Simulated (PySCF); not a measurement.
OsO₃⁺ (doublet). All numbers come from PySCF, UB3LYP, basis Os def2-SVP with ECP60, O def2-SVP (scalar-relativistic core potentials, no spin–orbit coupling, density fitting).

Harmonic bands of its minimum:

| ω (cm⁻¹) | IR (km/mol, summed over degenerate members) | degeneracy |
| --- | --- | --- |
| 252 | 9.9 | 1 |
| 334 | 1.3 | 2 |
| 1004 | 84.6 | 2 |
| 1042 | 1.1 | 1 |

The central atom is Os. Infer the point group and assign the bands.

C3v. The modes span 2a1 + 2e: 252 a1, 334 e, 1004 e, 1042 a1. The computed geometry has Os–O 1.683 Å (×3); O–Os–O 112.6° (×3).

Other isomers or separated fragments may lie lower. With open d or f shells other occupations or spin states may lie lower. With an element this heavy the missing spin–orbit coupling can shift these numbers.
